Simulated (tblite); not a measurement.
C6H6NP.
Z-matrix (Å and degrees, GFN2-xTB geometry), rows numbered from 1:
```
C 
C   1  1.3287
C   2  1.4570  1  123.89
N   3  1.3197  2  117.56  1     0.01
C   4  1.3143  3  122.96  2   179.99
C   5  1.3913  4  125.72  3     0.11
C   6  1.3786  5  121.90  4    -0.09
P   7  1.7366  6  124.33  5     0.00
H   1  1.0762  2  120.41  3     0.01
H   1  1.0764  2  121.98  3  -179.98
H   2  1.0836  1  121.06  3  -179.99
H   5  1.0840  4  114.61  3  -179.96
H   6  1.0813  5  118.63  4   179.94
H   7  1.0844  6  118.87  5   179.99
```

Computed values, GFN2-xTB/tblite, gas phase, harmonic and unscaled. Against measured fundamentals such values can be off by several per cent, at times by over 20. One conformer, not necessarily the lowest.

Harmonic wavenumbers (cm⁻¹): 74.3, 128.3, 190.3, 270.8, 369.5, 371.8, 445.2, 511.2, 593.5, 666.5, 709.6, 752.1, 819.2, 860.4, 885.3, 892.8, 912.1, 1006.7, 1013.3, 1078.4, 1101.8, 1179.1, 1252.8, 1292.3, 1329.0, 1362.7, 1383.3, 1488.0, 1526.2, 1650.9, 3022.5, 3034.8, 3040.2, 3062.5, 3109.0, 3144.1.

A = 3413, B = 1524, C = 1054 MHz; mass 123.024 u (most abundant isotopes); point group Cs, symmetry number 1.

Question: What is the zero-point energy?

Answer: Half the sum of the wavenumbers: 22265 cm⁻¹ = 266.35 kJ/mol.

Question: Give the ideal-gas entropy at 500 K and 1 bar in the rigid-rotor, harmonic-oscillator model (classical rotation).

Answer: Translation 179.62, rotation 125.54, vibration 133.73: S = 438.9 J/(mol K).

Question: And Cp and H(500 K) − H(0)?

Answer: Cp = 184.93 J/(mol K), of which vibrations give 151.67 (their classical limit is 36 R = 299.3); H(500 K) − H(0) = 53.73 kJ/mol without the zero-point energy, 37.10 from vibrations.

Question: Blend soft modes into free rotors: weight 1/[1 + (100 cm⁻¹/ν̃)⁴] for the oscillator and the rest for a rotor with moment μB/(μ + B), μ = h/(8π²ν), B = 10⁻⁴⁴ kg m². What vibrational entropy results?

Answer: 128.16 J/(mol K) in place of 133.73, which changes −T·S at 500 K by +2.79 kJ/mol.

Question: How do the functions run with temperature in this model?

Answer: 
| T (K) | S (J/(mol K)) | Cp (J/(mol K)) | H − H(0) (kJ/mol) | G − H(0) (kJ/mol) | ln q(vib) |
| --- | --- | --- | --- | --- | --- |
| 100 | 267.7 | 57.8 | 4.36 | -22.41 | 0.69 |
| 200 | 317.2 | 89.4 | 11.68 | -51.76 | 2.09 |
| 300 | 360.1 | 124.8 | 22.38 | -85.66 | 3.68 |
| 800 | 538.6 | 238.1 | 118.02 | -312.88 | 12.46 |
| 1000 | 594.2 | 259.7 | 167.92 | -426.30 | 15.80 |

q(vib) and H(0) count from the zero-point level.

Question: What must be added to the electronic energy to get the Gibbs energy at 500 K and 1 bar?

Answer: ZPE + [H(500 K) − H(0)] − T·S = 266.35 + 53.73 − 219.44 = 100.64 kJ/mol.

Question: Which modes carry the vibrational entropy at 500 K?

Answer: 74.3 cm⁻¹: 21.16; 128.3 cm⁻¹: 16.65; 190.3 cm⁻¹: 13.42; 270.8 cm⁻¹: 10.60; 369.5 cm⁻¹: 8.19; 371.8 cm⁻¹: 8.14 J/(mol K); the other 30 give 55.58 together.

Hindered rotation and anharmonicity are outside this model. Other conformers, if any are populated, would add a mixing term that is left out.
